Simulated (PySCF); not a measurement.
**Excitation energy of Li by level of theory**

Li [He] 2s1 (2S) → Li [He] 2p1 (2P), as a difference of total energies. Calculation: PySCF 2.14, in dyall-av2z; no relativity, point nucleus. The calculations carry no spin-orbit coupling.

Problem. Order these methods by the excitation energy they give, lowest first.
A. PBE
B. ROHF
C. LDA
D. BHandHLYP

Solution. A (1.568 eV), C (1.604 eV), D (1.713 eV), B (1.841 eV).

For comparison: 1.848 eV (measured; NIST levels, between the centres of gravity of the two terms).
